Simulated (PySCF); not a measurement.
This script is equivalent to a calculation on Xe+ (xenon, charge +1).

```python
from pyscf import gto, scf, dft, mp, cc
import basis_set_exchange as bse
mol = gto.M(atom="Xe 0 0 0", charge=1, spin=1, symmetry="D2h",
            basis=gto.basis.parse(bse.get_basis("x2c-SVPall", elements=["Xe"], fmt="nwchem", header=False)),
            nucmod="G")
mf = dft.UKS(mol, xc="PBE0").sfx2c1e()
mf.irrep_nelec = {'Ag': (9, 9), 'B1g': (2, 2), 'B2g': (2, 2), 'B3g': (2, 2), 'B1u': (4, 4), 'B2u': (4, 4), 'B3u': (4, 3)}
mf.kernel()
```

Task: What total energy does it give?

Result: -7444.83 hartree (calculated).

Task: Which occupied shell lies highest, and where?

Result: 5p β, at -17.975 eV.

Task: What is ⟨S²⟩, and what would a pure spin state give?

Result: 0.752, against 0.75.
